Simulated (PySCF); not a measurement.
**Adding and removing an electron: BBr**

RHF-MP2; PySCF, no relativity, basis sets B def2-TZVPPD, Br def2-TZVPPD. Neutral (RHF): singlet (closed shell), Re = 1.881 Å, ωe = 709 cm⁻¹, De = 4.63 eV.

BBr⁺ (UHF): doublet (σ ↑), Re = 1.745 Å, ωe = 989 cm⁻¹, De = 3.54 eV to B⁺ + Br. The energies at the minima are -2597.39099 hartree for BBr and -2597.04731 for BBr⁺.

Question: Work out the adiabatic ionisation energy, without and with harmonic zero-point energies (1 hartree = 27.2114 eV, 1 eV = 8065.5 cm⁻¹), and the change of the bond length.

Answer: At MP2: 0.34368 hartree = 9.352 eV between the minima; the zero-point term (989.0 − 709.0)/2 cm⁻¹ = +0.017 eV makes it 9.369 eV. Re changes by -13.6 pm against the neutral. The electron leaves a σ orbital, and the shorter bond of the ion fits an antibonding orbital, or a change in how ionic the bond is.

BBr⁻ (UHF): doublet (π ↑), Re = 2.092 Å, ωe = 408 cm⁻¹, De = 1.23 eV to B + Br⁻. The energies at the minima are -2597.39099 hartree for BBr and -2597.39264 for BBr⁻.

Question: Work out the adiabatic electron affinity, without and with harmonic zero-point energies (1 hartree = 27.2114 eV, 1 eV = 8065.5 cm⁻¹), and the change of the bond length.

Answer: At MP2: 0.00165 hartree = 0.045 eV between the minima; the zero-point term (709.0 − 408.0)/2 cm⁻¹ = +0.019 eV makes it 0.064 eV. Re changes by +21.1 pm against the neutral. The electron enters a π orbital, and the ion is left as a loose complex of an ion and an atom.

Correlated steps freeze 10 core orbitals. Spin–orbit coupling is left out. For an ion De counts to the pair picked by the measured ionisation energies or electron affinities, which need not be the lowest pair at this level. Where the molecule has an RHF reference, its open-shell atoms are computed with UHF. States were picked by a PBE0 search and need not be the measured ground states.

Neutral and ion stand on different kinds of reference determinant, which adds to the error of the difference.
